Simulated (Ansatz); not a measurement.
`[SnH3][CH2][SnH3]` + CH₃OH → `C[O][SnH3]` + `[CH3][SnH3]`  (ligand exchange at the Sn–C bond)

Isolated molecules relaxed with PBE0-D4/def2-TZVP in Ansatz; ΔE leaves out vibrations. CBS: MP2 limit from def2 TZ/QZ plus the TZ coupled-cluster correction, frozen cores. This one scheme is used for every species. DFT in def2-TZVPP. def2 core potentials past Kr. For Sn outer-core shells are correlated without core-valence functions, which leaves a few kJ/mol of doubt a bond.

CCSD(T)/CBS gives -0.26 eV.

(1) Another level gave -0.32 eV. Which?
A. PBE/def2-TZVPP
B. LDA (SPW92)/def2-TZVPP
C. BLYP/def2-TZVPP
D. BHLYP/def2-TZVPP

Largest T1 diagnostic among the species: 0.013.

Results:

(1) A. PBE -0.32, BHLYP -0.38, LDA (SPW92) -0.26, BLYP -0.44 eV.

Leaving LDA and LC-ωPBE aside and taking each functional with its dispersion term where it has one, the values, not all of them listed here, spread over 0.18 eV, from B97M-V to PBE-QIDH. LDA lies +0.07 eV from PBE without D4. In def2-TZVPP, CCSD(T) changes the Hartree–Fock value by +0.16 eV (the triples alone add +0.01 eV) and MP2 by +0.19 eV.
